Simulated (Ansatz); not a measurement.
Reaction (cleavage of the Zn–In bond): `[OH][InH][ZnH]` + `OCF` → `FC[O][ZnH]` + `[OH][InH2]`

Program: Ansatz. Geometries: PBE0-D4/def2-TZVP. ΔE: electronic, gas phase. CCSD(T)/CBS adds triple-zeta CCSD(T) − MP2 to the extrapolated MP2 energy (def2 sets, frozen cores). Functionals use def2-TZVPP. B3LYP here is the variant with VWN-RPA as its local correlation; programs differ in this. def2 core potentials past Kr. For In, Zn outer-core shells are correlated without core-valence functions, which leaves a few kJ/mol of doubt a bond. Scalar relativity is left out up to krypton. Each species was taken in one conformer, which may not be the lowest.

`[OH][InH][ZnH]`:

Cartesian coordinates in Å:
```
O 0.079 -1.699 0.794
In -0.451 0.209 0.463
Zn 0.792 1.140 -1.606
H -0.360 -2.086 1.555
H -1.604 0.738 1.649
H 1.545 1.698 -2.856
```

`OCF`:

Cartesian coordinates in Å:
```
O -0.844 0.653 0.181
C 0.181 -0.255 0.147
F 1.383 0.362 -0.140
H -1.025 0.962 -0.711
H 0.043 -1.027 -0.619
H 0.262 -0.694 1.142
```

`FC[O][ZnH]`:

```xyz
7

F     0.356    0.293    1.236
C     0.477    0.888   -0.056
O    -0.105    0.086   -0.961
Zn   -0.812   -1.416   -0.234
H    -0.016    1.864    0.034
H     1.557    1.004   -0.215
H    -1.455   -2.718    0.196
```

`[OH][InH2]`:

Z-matrix (Å, degrees):
```
In
O 1 1.991
H 1 1.715 2 114.8
H 1 1.705 2 111.5 3 -180.0
H 2 0.959 1 113.4 3 0.0
```

```tsv
level	ΔE (kJ/mol)	difference from CCSD(T)/CBS
PBE-D4	13.9	7.4
r2SCAN-D4	-0.8	-7.3
PBE0-D4	15.4	8.9
B3LYP-D4	10.5	4.0
ωB97X-V	-0.6	-7.1
ωB97M-V	5.2	-1.3
B2PLYP	6.0	-0.5
PBE	15.5	9.0
r2SCAN	-0.4	-6.9
PBE0	16.7	10.2
B3LYP	13.2	6.7
HF/def2-TZVPP	9.3	2.8
MP2/def2-TZVPP	1.6	-4.9
SCS-MP2/def2-TZVPP	0.4	-6.1
CCSD/def2-TZVPP	2.6	-3.9
CCSD(T)/def2-TZVPP	0.5	-6.0
HF/def2-QZVPP	5.9	-0.6
MP2/def2-QZVPP	3.9	-2.6
SCS-MP2/def2-QZVPP	2.5	-4.0
HF/CBS(def2)	5.4	-1.1
MP2/CBS(def2)	7.7	1.2
CCSD/CBS(def2)	8.6	2.1
CCSD(T)/CBS	6.5	0
```

Largest T1 diagnostic among the species: 0.017.

In def2-TZVPP, CCSD(T) changes the Hartree–Fock value by −8.8 kJ/mol (the triples alone add −2.1 kJ/mol) and MP2 by −7.7 kJ/mol.
